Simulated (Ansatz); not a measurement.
Mulliken charges of `CCB(F)Cl` from r2SCAN/def2-TZVPP in Ansatz (PBE0-D4/def2-TZVP geometry).

| atom | x (Å) | y (Å) | z (Å) | charge (e) |
| --- | --- | --- | --- | --- |
| C1 | -0.834 | 0.267 | 0.897 | -0.118 |
| C2 | 0.327 | 0.449 | -0.073 | -0.133 |
| B3 | 0.659 | -0.784 | -0.963 | 0.400 |
| F4 | -0.025 | -1.910 | -0.881 | -0.242 |
| Cl5 | 1.971 | -0.749 | -2.137 | -0.160 |
| H6 | -1.760 | 0.031 | 0.369 | 0.047 |
| H7 | -0.644 | -0.551 | 1.595 | 0.047 |
| H8 | -1.007 | 1.171 | 1.484 | 0.046 |
| H9 | 0.149 | 1.299 | -0.745 | 0.056 |
| H10 | 1.246 | 0.726 | 0.459 | 0.056 |

By hand: the dipole of these point charges (1 e Å = 4.8032 D).

Σ q r = (-0.072, 0.320, 0.218) e Å, of length 0.394 e Å = 1.89 D.

How does the dipole of the full density compare? (Estimate.)

Computed: (-0.097, 0.257, 0.211) e Å, 1.66 D; the point charges give 1.14 times that, at 8° from its direction.

Point charges leave out the atoms' own dipoles, such as those of lone pairs, and Mulliken's split depends on the basis, so the close match here is no proof of good charges.
